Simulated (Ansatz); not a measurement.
`[CH3][Ge][Br]` → `[CH2]` (triplet) + `[GeH][Br]` at 400 K and 1 bar (formal loss of a carbene).

Computed with Ansatz on PBE0-D4/def2-TZVP structures; ΔE is electronic, products minus reactants. CBS: MP2 limit from def2 TZ/QZ plus the TZ coupled-cluster correction, frozen cores. This one scheme is used for every species. Triplets are unrestricted, without spin–orbit coupling. For Br, Ge outer-core shells are correlated without core-valence functions, which leaves a few kJ/mol of doubt a bond. Scalar relativity is left out up to krypton.

| species | CCSD(T)/CBS energy (Eh) | H − E (kJ/mol) | S (J/(mol·K)) |
| --- | --- | --- | --- |
| `[CH3][Ge][Br]` | -4689.31568 | 118.0 | 343.9 |
| `[CH2]` (triplet) | -39.09499 | 59.0 | 205.7 |
| `[GeH][Br]` | -4650.03665 | 33.3 | 289.1 |

H − E and S are ideal-gas, rigid-rotor, harmonic terms from PBE0-D4/def2-TZVP, with the whole ground term of open shells counted as degenerate. 1 Eh = 2625.50 kJ/mol, R = 8.31446 J/(mol·K).

Q: By hand: ΔE, ΔH, ΔS and ΔG.

A: ΔE = (-39.09499) + (-4650.03665) − (-4689.31568) = 0.18404 Eh = 483.2 kJ/mol. Δ(H − E) = 59.0 + 33.3 − 118.0 = -25.7, so ΔH = 457.5 kJ/mol. ΔS = 205.7 + 289.1 − 343.9 = 150.9 J/(mol·K). ΔG = 457.5 − 400 × (150.9)/1000 = 397.1 kJ/mol.

Q: By hand: the equilibrium constant, and the temperature at which ΔG would vanish if ΔH and ΔS stayed fixed.

A: log₁₀ K = −ΔG/(RT ln 10) = -51.9. ΔG = 0 at ΔH/ΔS = 3032 K, far beyond where these terms or the molecules hold.

The number of gas molecules changes by +1, which sets the sign of ΔS. A doubt of 5 kJ/mol in ΔE shifts log₁₀ K by 0.7 here. A triplet takes part, so the spin changes. These are equilibria of isolated gas molecules and say nothing of rates. Largest T1 diagnostic: 0.011 (customary marks: 0.02 for closed shells, 0.045 for open ones).
